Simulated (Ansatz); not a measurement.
Species: sum formula BNH₂F₂, charge 0, multiplicity 1. 
Coordinates optimised at B3LYP-D3(BJ)/def2-TZVP (Ansatz, an electronic-structure program):
SMILES: NB(F)F
```xyz
6

B      0.0362     0.0038    -0.0026
F      0.5868     1.1654    -0.3614
F      0.8587    -1.0149     0.2562
N     -1.3467    -0.1402     0.0980
H     -1.9826     0.6138    -0.0925
H     -1.7806    -1.0056     0.3662
```

Wanted: vertical triplet-singlet gap (E(triplet) - E(singlet); each state is the SCF solution reached for its spin), in eV. Cores are frozen in the correlated levels unless marked. Open shells are spin-unrestricted. No spin-orbit coupling. Non-relativistic. CBS marks a two-point X^-3 extrapolation of the correlation energy; Hartree-Fock from the larger set. [CCSD(T)-MP2]/basis is that difference in the basis named.

```tsv
level	program	vertical triplet-singlet gap (eV)
HF/aug-cc-pVQZ	Ansatz	6.12
SVWN5/def2-TZVPD	Ansatz	7.03
r2SCAN/def2-TZVPD	Ansatz	6.84
B3LYP/def2-TZVPD	Ansatz	6.92
PBE0/def2-TZVPD	Ansatz	6.94
BHLYP/def2-TZVPD	Ansatz	6.96
CAM-B3LYP/def2-TZVPD	Ansatz	7.08
```

Problem. Predict the RI-MP2/CBS(aug-cc-pVTZ,aug-cc-pVQZ)+[CCSD(T)-MP2]/aug-cc-pVTZ result (Ansatz).

Solution. 7.18 eV
